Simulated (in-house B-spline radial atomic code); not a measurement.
A fraction x of an electron is added to 5p in neutral antimony, starting from [Kr] 4d10 5s2 5p3 and keeping the highest spin. Method: scalar-relativistic (X2C) PW91, spin-polarised, spherical fractional occupations, Fermi nucleus of rms radius 4.6802 fm. Calculated with a B-spline radial code for spherical atoms.

| x | E(x) - E(0) (eV) | 5p down level (eV) |
| --- | --- | --- |
| 0 | 0.0000 | - |
| 0.1 | -0.3311 | -3.028 |
| 0.2 | -0.6055 | -2.462 |
| 0.3 | -0.8240 | -1.909 |
| 0.4 | ? | ? |
| 0.5 | ? | ? |
| 0.6 | -1.1589 | -0.350 |

(1) What belongs in the row x = 0.4?

(2) What belongs in the row x = 0.5?

(3) Check Janak's theorem between x = 0.1 and 0.2.

(4) Up to what added charge does this functional bind the extra electron?

Answers

(1) An energy change of -0.9879 eV; 5p down at -1.372 eV.

(2) An energy change of -1.0990 eV; 5p down at -0.852 eV.

(3) The slope of the energy is -2.74 eV; the orbital levels give -2.75 eV (ε of the filling orbital, averaged over the two points).

(4) The highest level rises by about 5 eV per electron near x = 0.6 and would reach zero near x = 0.67, so a whole extra electron isn't bound at the basis-set limit.
